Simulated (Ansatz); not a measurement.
Two structures of GeH$_{4}$I, doublet, reached by relaxing down either side of one saddle point (PBE0-D4/def2-TZVP). Energies are electronic, without zero-point energy. Program: Ansatz 0.2.0. Basis: def2-TZVPP and def2-QZVPP. Cores are frozen in the correlated methods; orbitals are unrestricted. Filled d shells of the heavier atoms are correlated. Core potentials replace the inner electrons of the atoms past krypton. The def2 sets are not built for correlating such inner shells, so the correlated values are less sure here. Extrapolation: Hartree–Fock as exp(−7.88 √X), correlation as X^−2.97. First:

```json
{"atom": "I1", "x (Å)": "-1.0734", "y (Å)": "-0.7044", "z (Å)": "-0.2534"}
{"atom": "Ge2", "x (Å)": "0.8858", "y (Å)": "0.8074", "z (Å)": "0.1917"}
{"atom": "H3", "x (Å)": "-3.5511", "y (Å)": "-3.3585", "z (Å)": "-0.7589"}
{"atom": "H4", "x (Å)": "1.4070", "y (Å)": "1.3000", "z (Å)": "-1.1620"}
{"atom": "H5", "x (Å)": "0.3860", "y (Å)": "1.9717", "z (Å)": "1.0528"}
{"atom": "H6", "x (Å)": "1.9457", "y (Å)": "-0.0161", "z (Å)": "0.9300"}
```

Second:

I1  (-1.734, -1.492, -0.379)
Ge2  (0.921, 0.792, 0.205)
H3  (-2.947, -2.537, -0.652)
H4  (1.393, 1.277, -1.175)
H5  (0.347, 1.940, 1.051)
H6  (2.020, 0.020, 0.951)
(Å)

(1) Which bonds change from the first to the second?

(2) Give the saddle point's structure and its height above each. (An estimate is asked for; the value comes from the calculation.)

T1 diagnostic: at most 0.013. ⟨S²⟩ of the unrestricted Hartree–Fock references: 0.75 to 0.78 (a pure state has 0.75).

## Answers

(1) GeH₃I ([GeH3][I]) + H → GeH₃ + HI; bonds formed: I1–H3; bonds broken: I1–Ge2.

(2) By the calculation: 2.86 kcal/mol above the first and 7.63 kcal/mol above the second (CCSD(T) at an estimated basis limit (MP2 extrapolated from triple and quadruple zeta, plus CCSD(T) − MP2 in triple zeta)).
I1  (-1.319, -0.850, -0.312)
Ge2  (0.720, 0.648, 0.156)
H3  (-2.647, -2.535, -0.564)
H4  (1.252, 1.133, -1.197)
H5  (0.242, 1.817, 1.026)
H6  (1.752, -0.213, 0.890)
(Å)

Radical steps of this kind take place in plasma deposition and etching.

Labels in which every atom is bracketed show which atoms are joined, not bond orders.

For scale, one of the runs: CCSD(T)/def2-TZVPP, 154 basis functions (an equivalent command: `ansatz run in.yaml --threads 4`). Time: 95 s of wall clock on 4 CPU threads; the host was shared. Peak host memory: 3.1 GiB.
